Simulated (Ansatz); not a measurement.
CH₅AlO₂Si, relaxed with RKS PBE-D4/def2-SVP in Ansatz from a rough embedded geometry. The force threshold is 0.03 eV/Å; the program also tests the step.

Total charge 0; spin multiplicity 1. The bonds changed during the relaxation, so this is another structure than the one it started from.

Start:

```xyz
10

O    -0.513    1.732   -0.650
C    -0.877    0.486   -0.022
Si    0.025    0.288    1.605
Al    0.428   -0.924   -0.426
O     1.190   -2.271   -1.421
H    -0.958    1.608   -1.592
H    -1.954    0.300    0.015
H     1.280    1.135    1.768
H    -0.536   -0.574    2.591
H     1.914   -1.781   -1.866
```

(1) By how much does the energy fall, and how many steps does the optimiser take? (An estimate is asked.)

(2) Which bonds change most? (Estimate.)

(3) Give the relaxed structure. (An estimate is asked.)

Results:

(1) The calculation gave: 1.58 eV, in 22 steps, 3 of them rejected.

(2) Ansatz gave: O1–Al4 from 2.827 to 1.991 Å; O1–C2 from 1.442 to 1.577 Å; Al4–O5 from 1.840 to 1.719 Å; Si3–H9 from 1.425 to 1.506 Å.

(3) Ansatz gave: 
```xyz
10

O    -0.193    1.128   -0.966
C    -0.989    0.385    0.174
Si    0.273    0.290    1.630
Al    0.538   -0.661   -0.486
O     0.928   -1.663   -1.827
H    -0.740    1.029   -1.774
H    -2.026    0.763    0.192
H     0.744    1.512    2.394
H    -0.332   -0.699    2.592
H     1.796   -2.083   -1.930
```
